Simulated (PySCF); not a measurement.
Molecule: `InChI=1S/C6H10S/c1-5(7-2)6-3-4-6/h6H,1,3-4H2,2H3`.

Bonds (- single, = double, # triple, : aromatic): C1=C2, C2-S3, S3-C4, C2-C5, C5-C6, C6-C7, C7-C5. C1 carries H8, H9; C4 carries H10, H11, H12; C5 carries H13; C6 carries H14, H15; C7 carries H16, H17. H15, H16 are cis to C2 on the ring; H8 is cis to S3; H14, H17 are trans to C2 on the ring; H9 is trans to S3.

Frames of a GFN2-xTB Langevin trajectory at 300 K; GIAO PBE0/pcSseg-1 shieldings in PySCF 2.14, gas phase, non-relativistic; equivalent atoms averaged within each frame.

References, each an isolated molecule treated in the same way: ¹³C (σ = 186.93 ppm) and ¹H (σ = 31.72 ppm) against TMS; ³³S (σ = 503.73 ppm) vs CS2. The references are static minima.

How do the shifts (ppm) fluctuate along the trajectory?

## Answers


```
         time (fs)     C2     C1    C4    C5  C6/C7  S3    H8    H9  H10/H11/H12  H14/H17
               250  161.9   94.3  22.6  21.4   13.6  43  4.62  4.24         2.62     1.13
               425  170.1  103.6  24.7  23.8   16.0  73  4.53  5.98         2.92     1.62
               625  164.4  105.9  22.1  17.2   13.3  64  4.79  4.97         2.47     0.67
               800  160.0   87.3  17.9  16.9   18.3  40  4.46  4.33         2.06     1.15
              1000  158.4   95.8  24.6  17.2   17.3  42  4.20  4.67         2.77     1.58
    mean of frames  162.9   97.4  22.4  19.3   15.7  52  4.52  4.84         2.57     1.23
standard deviation    4.6    7.5   2.8   3.1    2.3  15  0.22  0.70         0.33     0.39
```

5 frames give an uncertainty of the mean of about the standard deviation over 2.2 at best, since frames this close in time may not be independent; classical motion lacks zero-point vibration, and the reference would need the same averaging.
